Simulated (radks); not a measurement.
The numbers below are computed, except where a source is named.
Correlation energies from several functionals, in hartree. Species: Ar [Ar]; Tb4+ [Xe] 4f7. Code: a radial shooting solver on a logarithmic mesh with Libxc functionals. Model: non-relativistic Kohn-Sham, PBE, spin-polarised, spherical densities, point nucleus. Every spin shell is full or empty, so the densities are truly spherical. Functionals are evaluated on that one density, not self-consistently.

| functional | Ar | Tb4+ |
|---|---|---|
| PW92 | -1.4238 | -6.2281 |
| Wigner | -0.92992 | -3.2331 |
| PBE | -0.70446 | -3.5459 |
| AM05 | -1.2937 | -5.8395 |
| OP (B88) | -0.72581 | -3.1736 |
| revTPSS | -0.72611 | -3.5800 |
| SCAN | -0.69195 | -3.5685 |
| r2SCAN | -0.69854 | -3.5859 |
| B95 | -0.81605 | -4.4081 |
